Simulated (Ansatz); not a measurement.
Ansatz (a quantum-chemistry and plane-wave program) input (r2SCAN/def2-TZVP):

Ansatz 0.2 input:
```yaml
crystal:
  periodic: [false, false, false]
  atoms:
    - {symbol: C, position_ang: [-1.14981457, -0.05477791, -0.04502006]}
    - {symbol: Si, position_ang: [0.54785519, 0.02610017, 0.02145083]}
    - {symbol: H, position_ang: [-1.76847219, 0.83159725, -0.09957680]}
    - {symbol: H, position_ang: [-1.68390593, -0.99607076, -0.03559828]}
    - {symbol: H, position_ang: [1.39794796, -1.17454559, 0.09584332]}
    - {symbol: H, position_ang: [1.28334497, 1.30228411, 0.00914054]}
basis:
  gaussian:
    orbitals: def2-TZVP
hamiltonian:
  xc: {name: r2SCAN}
relax: {f_tol: 0.003, max_steps: 100}
```

End of the output:

```
integrals: 0.02 GiB planned
608 factors; their error is unknown
mean field: 0.21 GiB planned
mean field -8977.22612739 eV, -329.9069751992 hartree, gradient 2.3e-5 eV, S^2 0.000000; 0 other end points of the search recorded, 0 dependent functions left out
the calculation of the forces begins
reference -8977.22613753 eV, -329.9069755719 hartree; 12, 12 occupied and 80, 80 virtual orbitals, 608 factors
relax step   2: F+E_penalty+E_count = -8977.22612739 eV  Δ(F+E_penalty+E_count) = -4.905e-4 eV  max|allowed force component| = 2.018e-2 eV/Å  Δτ_max = 0.0040 Å  (31 SCF iters, accepted)
these checks for a lower state are left out or cut short: starts, cluster_reference, orbital_swaps, neighbouring_geometries, increment
integrals: 0.02 GiB planned
608 factors; their error is unknown
mean field: 0.21 GiB planned
mean field -8977.22616676 eV, -329.9069766461 hartree, gradient 1.2e-5 eV, S^2 0.000000; 0 other end points of the search recorded, 0 dependent functions left out
the calculation of the forces begins
reference -8977.22617691 eV, -329.9069770188 hartree; 12, 12 occupied and 80, 80 virtual orbitals, 608 factors
relax step   3: F+E_penalty+E_count = -8977.22616676 eV  Δ(F+E_penalty+E_count) = -3.937e-5 eV  max|allowed force component| = 1.740e-3 eV/Å  Δτ_max = 0.0014 Å  (22 SCF iters, accepted)
integrals: 0.02 GiB planned
608 factors; their error is unknown
mean field: 0.21 GiB planned
mean field evaluation 32: about -8977.2378 eV, gradient 2.4e-1 eV
mean field -8977.22616676 eV, -329.9069766461 hartree, gradient 1.2e-5 eV, S^2 0.000000; 1 other end points of the search recorded, 0 dependent functions left out
the calculation of the forces begins
reference -8977.22617691 eV, -329.9069770188 hartree; 12, 12 occupied and 80, 80 virtual orbitals, 608 factors
Total energy: -8977.22617691 eV, -329.9069770188 hartree
Atom 0 at    -1.150101    -0.054792    -0.045031 Å, force    -0.001079    -0.000051    -0.000042 eV/Å
Atom 1 at     0.548727     0.026142     0.021485 Å, force     0.001740     0.000083     0.000068 eV/Å
Atom 2 at    -1.770075     0.832606    -0.099675 Å, force    -0.000386    -0.000265    -0.000007 eV/Å
Atom 3 at    -1.685408    -0.997227    -0.035621 Å, force    -0.000408     0.000227    -0.000024 eV/Å
Atom 4 at     1.399446    -1.179642     0.096073 Å, force     0.000060     0.000141    -0.000002 eV/Å
Atom 5 at     1.284366     1.307500     0.009009 Å, force     0.000073    -0.000135     0.000007 eV/Å
Dipole moment:     0.136299     0.006493     0.005337 e Å
```
